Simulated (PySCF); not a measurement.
Beryllium: a sound run and one with changed settings

Sound run: Be⁺ [He] 2s1, Be²⁺ 1s2. Calculation: PySCF 2.14, in pcseg-2 (4s2p1d, 15 functions); no relativity, point nucleus. The sound run starts from symmetry-adapted Hartree-Fock orbitals and uses a fine grid where one is needed.

A second run was set up differently.

```json
{"species": "Be⁺", "method": "UHF", "sound run (hartree)": "-14.27536", "changed run (hartree)": "-14.27536", "converged": "yes"}
{"species": "Be⁺", "method": "MN15", "sound run (hartree)": "-14.33343", "changed run (hartree)": "-14.33083", "converged": "yes"}
{"species": "Be⁺", "method": "PBE0", "sound run (hartree)": "-14.30527", "changed run (hartree)": "-14.30848", "converged": "yes"}
{"species": "Be²⁺", "method": "UHF", "sound run (hartree)": "-13.60953", "changed run (hartree)": "-13.60953", "converged": "yes"}
{"species": "Be²⁺", "method": "MN15", "sound run (hartree)": "-13.67154", "changed run (hartree)": "-13.64566", "converged": "yes"}
{"species": "Be²⁺", "method": "PBE0", "sound run (hartree)": "-13.62781", "changed run (hartree)": "-13.62901", "converged": "yes"}
```

Ionisation energy of Be⁺:

```json
{"method": "UHF", "sound run (eV)": "18.118", "changed run (eV)": "18.118"}
{"method": "MN15", "sound run (eV)": "18.011", "changed run (eV)": "18.644"}
{"method": "PBE0", "sound run (eV)": "18.435", "changed run (eV)": "18.489"}
```

What was changed?
A. radial grid too coarse
B. level shift left on
C. minimal basis
D. a valence shell is frozen

A. It used radial step 0.8 in ln r (0.13 in the sound run). A coarse radial grid mis-integrates the density and the exchange-correlation energy, with errors of either sign; Hartree-Fock needs no grid.
